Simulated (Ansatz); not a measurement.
Ideal-gas functions of H4O3SeSi, SMILES `O[Si](O)(O)[SeH]` at 800 K and 1 bar, from an Ansatz frequency run at PBE0-D4/def2-TZVP.

Molar mass 159.08 g/mol, point group C1 (symmetry number 1), electronic degeneracy 1, moments of inertia 127.134, 339.771, 351.764 u Å². Harmonic wavenumbers (cm⁻¹, unscaled): 136, 171, 191, 218, 238, 262, 311, 341, 360, 466, 664, 795, 831, 839, 865, 971, 999, 2443, 3910, 3917, 3923.

Use S(trans) = R[1.5 ln M + 2.5 ln T − 1.1517]; rotational temperatures θ = 24.2544 K / I; S(rot) = R[ln(√π/σ · √(T³/θAθBθC)) + 1.5]; for each mode x = 1.438777 ν̃/T, S = R[x/(eˣ − 1) − ln(1 − e⁻ˣ)] and H = RT x/(eˣ − 1); 1 cm⁻¹ = 0.0119627 kJ/mol; R = 8.31446 J/(mol·K).

Problem. By hand: the entropy, in J/(mol·K).

Solution. Translation 192.6. Rotation: θ = 0.1908, 0.0714, 0.069 K, giving 129.6. Vibration, mode by mode: 20.04, 18.15, 17.24, 16.15, 15.43, 14.65, 13.25, 12.51, 12.07, 10.02, 7.32, 6.02, 5.71, 5.64, 5.43, 4.66, 4.48, 0.56, 0.06, 0.06, 0.06, in all 189.5. Electronic 0.0. Sum 511.7 J/(mol·K).

Problem. By hand: H − E and G − E in kJ/mol, counted from the electronic energy.

Solution. Zero-point energy ½ × 22851 × 0.0119627 = 136.7; thermal vibration 72.1; translation, rotation and pV give 4 RT = 26.6. H − E = 235.4 kJ/mol, and G − E = 235.4 − 800 × 511.7/1000 = -174.0 kJ/mol.

Vibration gives 37 % of the entropy, 20.0 J/(mol·K) of it from the mode under 150 cm⁻¹: soft modes count most, and the harmonic formula is weakest for them. The sum counts one conformer and one mirror image; others add a mixing term.
